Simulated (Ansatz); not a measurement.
C18H22, a cluster. Total charge 0; singlet. Geometry PBE-D4/def2-SVP, basis def2-TZVP, Ansatz.

```tsv
atom	x (Å)	y (Å)	z (Å)
C1	1.0110	6.5923	-0.7426
C2	2.1116	5.8688	0.0489
C3	1.8467	4.3868	0.1945
C4	2.3002	3.4680	-0.7728
C5	2.0136	2.1006	-0.6633
C6	1.2627	1.5989	0.4182
C7	0.9113	0.1333	0.5096
C8	-0.4187	-0.2093	-0.2059
C9	-0.7672	-1.6755	-0.1123
C10	-1.5097	-2.1781	0.9746
C11	-1.7825	-3.5475	1.0930
C12	-1.3202	-4.4680	0.1315
C13	-1.6633	-5.9378	0.2291
C14	-2.9827	-6.2875	-0.4767
C15	-0.5781	-3.9649	-0.9555
C16	-0.3052	-2.5955	-1.0742
C17	0.8075	2.5175	1.3846
C18	1.0943	3.8849	1.2749
H19	0.9146	6.1729	-1.7649
H20	1.2259	7.6764	-0.8363
H21	0.0251	6.4804	-0.2468
H22	3.0899	6.0214	-0.4547
H23	2.2048	6.3280	1.0561
H24	2.8982	3.8323	-1.6241
H25	2.3895	1.4022	-1.4288
H26	0.8316	-0.1749	1.5735
H27	1.7219	-0.4825	0.0659
H28	-1.2299	0.4057	0.2377
H29	-0.3394	0.0977	-1.2702
H30	-1.8821	-1.4800	1.7421
H31	-2.3669	-3.9137	1.9529
H32	-0.8390	-6.5391	-0.2102
H33	-1.7277	-6.2314	1.2986
H34	-2.9377	-6.0308	-1.5548
H35	-3.8305	-5.7217	-0.0391
H36	-3.2129	-7.3692	-0.3917
H37	-0.2057	-4.6627	-1.7233
H38	0.2791	-2.2289	-1.9341
H39	0.2256	2.1503	2.2457
H40	0.7342	4.5804	2.0507
```

```
run  HOMO (eV)  LUMO (eV)
  A      -5.60      -1.22
  B      -6.53      -0.33
  C      -5.75      -1.04
  D      -8.62       1.70
```

Single mean-field runs in def2-TZVP are fitted with def2-universal-jkfit.

The runs used PBE, PBE0, r2SCAN, ωB97X-V. Estimate which is which.

A PBE (0 % exact exchange); B PBE0 (25 % exact exchange); C r2SCAN (0 % exact exchange); D ωB97X-V (range-separated). Exact exchange lowers occupied and raises empty levels; among semilocal functionals meta-GGAs tend to open the gap a little, and such runs are hard to tell apart. The gap grows from 4.38 eV (PBE) to 10.32 eV (ωB97X-V).
